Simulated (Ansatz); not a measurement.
`FC[SiH2][SiH2]F` + H₂ → `FC[SiH3]` + `F[SiH3]` at 700 K and 1 bar (hydrogenolysis of the Si–Si bond).

Calculated with Ansatz (gas phase, PBE0-D4/def2-TZVP geometries, no zero-point term in ΔE). CCSD(T)/CBS is the MP2 limit (def2-TZVPP, def2-QZVPP) plus CCSD(T) − MP2 in def2-TZVPP, frozen cores. This one scheme is used for every species. Each species was taken in one conformer, which may not be the lowest.

```
          species  CCSD(T)/CBS energy (Eh)  H − E (kJ/mol)  S (J/(mol·K))
`FC[SiH2][SiH2]F`               -819.44343           261.8          503.3
               H₂                 -1.17544            46.8          155.3
       `FC[SiH3]`               -429.90570           197.7          370.6
        `F[SiH3]`               -390.72345           108.4          291.4
```

H − E and S are ideal-gas, rigid-rotor, harmonic terms from PBE0-D4/def2-TZVP, for one conformer and one mirror image of each species. For small species the MP2-based limit differs from directly extrapolated CCSD(T) by up to some mEh (0.8 for H₂); such offsets cancel only in part. 1 Eh = 2625.50 kJ/mol, R = 8.31446 J/(mol·K).

**Question.** By hand: ΔE, ΔH, ΔS and ΔG.

**Answer.** ΔE = (-429.90570) + (-390.72345) − (-819.44343) − (-1.17544) = -0.01028 Eh = -27.0 kJ/mol. Δ(H − E) = 197.7 + 108.4 − 261.8 − 46.8 = -2.5, so ΔH = -29.5 kJ/mol. ΔS = 370.6 + 291.4 − 503.3 − 155.3 = 3.4 J/(mol·K). ΔG = -29.5 − 700 × (3.4)/1000 = -31.9 kJ/mol.

**Question.** By hand: the equilibrium constant, and the temperature at which ΔG would vanish if ΔH and ΔS stayed fixed.

**Answer.** log₁₀ K = −ΔG/(RT ln 10) = 2.4. ΔH and −TΔS have one sign here, so there is no such temperature.

The number of gas molecules stays the same, so ΔS is small and ΔH decides. A doubt of 5 kJ/mol in ΔE shifts log₁₀ K by 0.4 here. Other conformers and mirror images would add mixing entropy, several J/(mol·K) or more a flexible species. Modes under 60 cm⁻¹, often nearly free rotors, make the harmonic entropy too high. These are equilibria of isolated gas molecules and say nothing of rates. Largest T1 diagnostic: 0.012 (customary marks: 0.02 for closed shells, 0.045 for open ones).

ΔS is within the doubt of such terms, so its sign, and with it that verdict, could turn.
